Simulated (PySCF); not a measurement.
Assigning NMR signals

Atoms are numbered as in `[CH3:1][C:2]([CH3:3])=[C:4]([CH3:5])[C:6](=[O:7])[F:8]` (H(Xn): hydrogen on atom n).

PySCF 2.14 calculation with structure optimised with GFN2-xTB and GIAO PBE0/pcSseg-1 shieldings; gas phase, a single conformation, fast rotation and ring inversion assumed for equivalent nuclei, non-relativistic.

Shifts are taken against calculated references (same method and geometry level): 13C (σref 186.93), 1H (σref 31.72) vs TMS.

Q: Assign these signals to the numbered atoms. 13C{1H} NMR (computed): δ 177.6 (C), 165.3 (C), 122.8 (C), 30.8 (CH3), 29.4 (CH3), 16.5 (CH3).

A: 
177.6 → C2, β carbon of a C=C–C=O unit: conjugation with the carbonyl draws π density from the β position
165.3 → C6, carbonyl carbon
122.8 → C4, α carbon of a C=C–C=O unit: an sp2 carbon of a C=C bond
30.8 → C3, allylic methyl carbon: saturated and bonded to C and H only
29.4 → C1, allylic methyl carbon
16.5 → C5, allylic methyl carbon

C3 and C1 lie closer than the usual error of such a calculation, so a measured spectrum could show them in the other order.

Q: Assign these signals to the numbered atoms. 1H NMR (400 MHz, computed): δ 2.64 (s, 3H), 2.17 (s, 3H), 1.98 (s, 3H).

A: 
2.64 → H(C3), hydrogen on an allylic methyl carbon: allylic position
2.17 → H(C1), hydrogen on an allylic methyl carbon
1.98 → H(C5), hydrogen on an allylic methyl carbon

Splittings by 19F in the carbon and heteronuclear signals aren't shown, as no couplings were computed. Shifts are as computed. Against solution values, carbons near 30 ppm lie about +3 ppm off and those near 130 ppm about +5 ppm. Of 1211 compounds with measured shifts, 218 miss one by over three times the rms of a fit or turn the order of signals round; such compounds aren't used in these exercises. Multiplicities follow the n + 1 count of equivalent neighbours, as no J values were calculated; m marks all less simple cases, F and P coupling included.
